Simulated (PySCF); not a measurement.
Compound: C6H7F2S (doublet state).
Cartesian coordinates in Å at the GFN2-xTB level; atoms count from 1:
```xyz
16
C6H7F2S angstrom
C      2.475    0.313   -0.152
S      1.310    0.340    1.245
C     -0.204    0.119    0.339
C     -1.623    0.119    0.859
C     -1.831   -0.125   -0.622
C     -0.749    0.958   -0.859
C     -0.667   -1.108   -0.486
F     -0.877   -2.282    0.145
F      0.043   -1.441   -1.603
H      2.351   -0.609   -0.712
H      2.308    1.180   -0.783
H      3.469    0.353    0.282
H     -2.028   -0.411    1.699
H     -2.751   -0.273   -1.166
H     -0.194    0.903   -1.792
H     -1.039    1.973   -0.610
```

The hyperfine couplings belong to this conformer and change with its torsions.

The species is `CS[C@@]12[CH][C@@H](C1)C2(F)F` [radical].

Level of theory: UKS B3LYP, pcH-1 on C F H S, non-relativistic, mean-field spin-orbit, GIAO in PySCF. The structure is a single GFN2-xTB conformer in the gas phase; no vibrational or solvent corrections. The geometry wasn't refined by DFT: couplings that depend on bond lengths, twists or pyramidal angles can differ widely from those at the functional's own minimum. The SCF solution wasn't tested for stability.

**Question.** Break the g tensor into its mass correction, gauge correction and orbital-Zeeman/spin–orbit terms.

**Answer.** 
```tsv
Δg (ppm)	1	2	3
relativistic mass correction	-169	-169	-169
gauge correction	24	34	12
orbital Zeeman/spin–orbit	-376	119	778
total	-522	-16	620
```

So g = 2.00180, 2.00230, 2.00294 and g_iso = 2.00235; the tensor is rhombic: the two nearest values differ by 44 % of g3 − g1. 

**Question.** At 9.725 GHz, how far is the centre of the isotropic spectrum from where a free electron (g = 2.002319) resonates?

**Answer.** B = hν/(g μB) with μB/h = 13.99624 MHz/mT gives 347.01 mT for the free electron and 347.01 mT at g_iso, the same within 0.01 mT.

**Question.** What are the electron Larmor frequencies g μB B/h along the three axes at 350 mT?

**Answer.** 9.8062, 9.8087, 9.8118 GHz for g1, g2 and g3, a range of 5.6 MHz.

**Question.** In a frozen sample, at which fields do the three g values resonate at 9.5, 34, 94 and 263 GHz (hyperfine left aside), and which band first spreads them over more than twice a line width of 1.0 mT?

**Answer.** 
```csv
band,GHz,B(g3) mT,B(g2) mT,B(g1) mT,spread mT
X,9.5,338.88,338.99,339.07,0.19
Q,34.0,1212.83,1213.21,1213.52,0.69
W,94.0,3353.12,3354.18,3355.03,1.91
J,263.0,9381.59,9384.57,9386.94,5.35
```

The spread grows in proportion to the frequency. J band is the first where it exceeds 2.0 mT.

The largest Mulliken spin populations are on C4 (+1.00) and C7 (+0.07). No atom but C4 exceeds +0.15. The angles at C4 add up to 335.9°, so it is pyramidal.

The HOMO–LUMO gaps are 6.82 eV among the α and 4.10 eV among the β orbitals.
